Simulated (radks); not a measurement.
Spherical quantum dot in the effective-mass picture: electrons in a hard-walled sphere of radius 3.98, with a point charge +1 (a donor) at the centre, all in effective atomic units (hartree* = m*/eps^2 hartree, bohr* = eps/m* bohr), one dielectric constant everywhere. Method: non-relativistic Kohn-Sham, LDA (Slater exchange, Perdew-Wang correlation), spin-polarised, spherical densities; computed with a radial shooting solver with Libxc functionals. Levels are named by radial order and angular momentum (1s, 1p, 1d, 2s, ...), and open shells are averaged over m. Results are scaled to m* = 0.114 and eps = 12.6, for which hartree* = 19.54 meV and bohr* = 5.849 nm. At N = 17 the configuration is 1s2 1p6 1d(up 5, down 4). Does electron 18 go into 2s down or 2s up or 1d down?

Answer. Into 1d down. The total energies of the other choices lie higher by 3.39 meV (2s up), 3.48 meV (2s down).
